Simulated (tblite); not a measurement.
Start geometry of `C[SiH](C=O)C=O` from a force field or distance geometry (Å):
```
atom  x, y, z in Å
C1    -0.5775    0.5033    1.4247
Si2   -0.2690   -0.3497   -0.2062
C3     1.4144   -1.2141   -0.1828
O4     1.5702   -2.1522    0.5586
C5    -0.3472    0.8664   -1.6108
O6     0.6779    1.4303   -1.9647
H7    -0.5721   -0.2049    2.2507
H8    -1.5575    1.0023    1.4228
H9     0.1797    1.2644    1.6232
H10   -1.3633   -1.3521   -0.3874
H11    2.1765   -0.8209   -0.8658
H12   -1.3309    1.0266   -2.0884
```

Task: What comes out of this run: GFN2-xTB geometry optimisation, gas phase in tblite 0.8.0?

Result: 
```
atom  x, y, z in Å
C1    -0.493    0.637    1.464
Si2   -0.416   -0.421   -0.106
C3     1.302   -1.291   -0.182
O4     1.475   -2.421   -0.560
C5    -0.366    0.752   -1.638
O6     0.153    1.839   -1.611
H7    -0.378    0.043    2.366
H8    -1.442    1.162    1.533
H9     0.293    1.390    1.454
H10   -1.488   -1.397   -0.292
H11    2.179   -0.684    0.132
H12   -0.818    0.390   -2.586
```

The energy falls by 0.195 eV over 161 L-BFGS steps, the largest force on an atom goes from 1.69 to 0.008 eV/Å, and the atoms move by 0.589 Å rms after alignment. The bond that changes most is Si2–C5 (SiH silicon to carbonyl carbon), which lengthens by 0.070 Å. Bonds longer at the end by more than 0.005 Å: 5 of 11; shorter: 3. Among the angles that change most is C1–Si2–H10, from 106.9° to 116.6°. Among the dihedrals that turn most is C1–Si2–C3–O4, from 67° to 141°. Rotational constants go from 3860, 2065, 1539 to 3614, 1987, 1500 MHz. The orientation of the end geometry is arbitrary; only internal coordinates are fixed.

Its lowest GFN2-xTB frequency is 7 cm⁻¹, too small to tell a flat minimum from a shallow saddle. One conformer, not necessarily the lowest.

These are computed values.
